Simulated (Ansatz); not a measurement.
`OC[SiH](S)Cl` + H₂ → `OC[SiH2]S` + HCl  (hydrogenolysis of the Si–Cl bond)

Computed with Ansatz on PBE0-D4/def2-TZVP structures; ΔE is electronic, products minus reactants. CCSD(T)/CBS is the MP2 limit (def2-TZVPP, def2-QZVPP) plus CCSD(T) − MP2 in def2-TZVPP, frozen cores. This one scheme is used for every species. DFT in def2-TZVPP. B3LYP here is the variant with VWN-RPA as its local correlation; programs differ in this. One conformer a species, not always the lowest.

```json
{"level": "r2SCAN-D4", "ΔE (kcal/mol)": "21.4"}
{"level": "ωB97X-V", "ΔE (kcal/mol)": "19.7"}
{"level": "ωB97M-V", "ΔE (kcal/mol)": "20.5"}
{"level": "B2PLYP", "ΔE (kcal/mol)": "19.1"}
{"level": "B3LYP", "ΔE (kcal/mol)": "17.6"}
{"level": "MP2/def2-TZVPP", "ΔE (kcal/mol)": "21.4"}
{"level": "CCSD/def2-TZVPP", "ΔE (kcal/mol)": "17.6"}
{"level": "MP2/def2-QZVPP", "ΔE (kcal/mol)": "22.2"}
```

Task: What does CCSD(T)/CBS give? (An estimate is asked.)

Result: The calculation gave: +20.1 kcal/mol. The listed levels differ from it by 1.3, -0.4, 0.4, -1.0, -2.5, 1.3, -2.5, 2.1 kcal/mol.

Largest T1 diagnostic among the species: 0.011.

The D4 term adds +2.5 kcal/mol with B3LYP and +1.3 kcal/mol with PBE0; it sums over pairs of atoms, weighted by their polarisabilities, and B3LYP, whose exchange is more repulsive, gets the larger term. In def2-TZVPP, CCSD(T) changes the Hartree–Fock value by +3.1 kcal/mol (the triples alone add +1.1 kcal/mol) and MP2 by +5.8 kcal/mol.
